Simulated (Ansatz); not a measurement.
`OC(O)I` and `OC(O)[SiH3]` differ in one atom or group.

Ansatz, PBE0-D4/def2-TZVP geometries, multiplicity 1. Each molecule was computed in one conformer, which needn't be the lowest.

Elements past krypton have def2 core potentials.

| property | `OC(O)I` |
| --- | --- |
| LUMO energy (B3LYP/def2-TZVPP) / eV | -1.24 |
| LUMO energy (PBE0/def2-TZVPP) / eV | -0.97 |
| ideal-gas entropy at 298 K and 1 bar (rigid rotor, harmonic PBE0-D4/def2-TZVP) / J/(mol·K) | 313 |
| size of the dipole moment (ωB97M-V/def2-TZVPP) / D | 2.33 |
| size of the dipole moment (B3LYP/def2-TZVPP) / D | 2.34 |
| LUMO energy (ωB97M-V/def2-TZVPP) / eV | 1.01 |

(1) What does the change do to each property? (Best estimate.)

Answers

(1) Computed: 
```json
{"property": "LUMO energy (B3LYP/def2-TZVPP) / eV", "`OC(O)[SiH3]`": "0.20", "shift": "1.44"}
{"property": "LUMO energy (PBE0/def2-TZVPP) / eV", "`OC(O)[SiH3]`": "0.48", "shift": "1.45"}
{"property": "ideal-gas entropy at 298 K and 1 bar (rigid rotor, harmonic PBE0-D4/def2-TZVP) / J/(mol·K)", "`OC(O)[SiH3]`": "315", "shift": "2"}
{"property": "size of the dipole moment (ωB97M-V/def2-TZVPP) / D", "`OC(O)[SiH3]`": "0.47", "shift": "-1.86"}
{"property": "size of the dipole moment (B3LYP/def2-TZVPP) / D", "`OC(O)[SiH3]`": "0.48", "shift": "-1.86"}
{"property": "LUMO energy (ωB97M-V/def2-TZVPP) / eV", "`OC(O)[SiH3]`": "2.04", "shift": "1.03"}
```

With PBE0 the HOMO falls by 0.54 eV and the LUMO rises by 1.45 eV, so the gap widens by about 1.99 eV. PBE moves the HOMO by -0.24 eV and ωB97M-V by -0.68 eV. The zero-point energy changes by 65.0 kJ/mol with +9 modes. Dipoles are sizes alone; their direction can turn.

B3LYP here is the variant with VWN-RPA as its local correlation; programs differ in this.

Spin–orbit coupling is left out; it splits and shifts lone-pair levels of the heavy atoms by tenths of an eV.
